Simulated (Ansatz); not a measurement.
`N[SiH]([SeH])Br`, charge 0, multiplicity 1.

Problem. Give a relaxed structure at PBE0-D4/def2-TZVP (the Gaussian-basis code of Ansatz). (Estimate.)

Solution. The calculation gave: 
Cartesian coordinates in Å:
```
N -0.505 -0.565 1.244
Si 0.191 0.385 0.023
Se -1.167 0.132 -1.774
Br 2.279 -0.156 -0.585
H -0.280 -0.393 2.211
H -0.734 -1.532 1.075
H 0.294 1.766 0.535
H -0.079 0.364 -2.730
```
